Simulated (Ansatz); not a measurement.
Geometry optimisation, RKS PBE-D4/def2-SVP in Ansatz.

Input:

```yaml
crystal:
  periodic: [false, false, false]
  atoms:
    - { symbol: In, position_ang: [0.0, 0.0, 0.0] }
    - { symbol: Cl, position_ang: [0.0, 0.0, 2.44] }
    - { symbol: Cl, position_ang: [2.113, 0.0, -1.22] }
    - { symbol: O, position_ang: [-1.7233, 0.0, -0.995] }
    - { symbol: H, position_ang: [-2.233, -0.8467, -0.7865] }
basis:
  gaussian: { orbitals: def2-SVP }
hamiltonian:
  xc: pbe
  dispersion: d4
relax:
  f_tol: 0.02
  max_steps: 40
```

Launched with:

```bash
$ ansatz run input.yaml --threads 2 --pin off --max-ram 3072MiB --backend cpu --events-out ev --progress --plain --runs-dir out
```

Question: Where does it end, and by what steps?

Answer: It converged. After 6 steps the energy has fallen by 0.216 eV; H5 moved furthest, 0.48 Å.

```tsv
step	energy less start (eV)	largest force component (eV/Å)	accepted
0	0.0000	1.173	yes
1	-0.0604	1.730	yes
2	-0.0871	1.866	yes
3	-0.2118	0.232	yes
4	-0.2149	0.111	yes
5	-0.2157	0.074	yes
6	-0.2164	0.003	yes
```

```xyz
5
Properties=species:S:1:pos:R:3
In 0.055 -0.108 -0.050
Cl -0.039 -0.076 2.303
Cl 2.113 0.168 -1.132
O -1.606 -0.367 -1.146
H -2.366 -0.464 -0.536
```

Whether the end is a true minimum wasn't checked by a vibrational analysis.

Run time: 3.4 s on 2 threads of AMD EPYC 9R45 96-Core Processor (Zen 5) (shared host), peak memory 0.14 GiB.
